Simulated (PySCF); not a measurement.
C₅H₇F, SMILES C1(CCCC=1)F.

Geometry: ωB97X-D3(BJ)/def2-SVP. One conformer was computed; it need not be the lowest.

All values below come from ωB97X/def2-TZVP (PySCF).

* **total energy**: -294.60599 hartree
* **highest occupied level**: -9.12 eV
* **lowest empty level**: 2.94 eV
* **orbital gap**: 12.07 eV
* **dipole moment**: 1.66 D
* **quadrupole, principal values (traceless, Buckingham form, about the centre of nuclear charge)**: -3.84, 0.30, 3.54 D·Å
* **mean static polarisability**: 56.2 bohr³ (8.33 Å³)
* **polarisability, principal values**: 45.2, 57.0, 66.4 bohr³
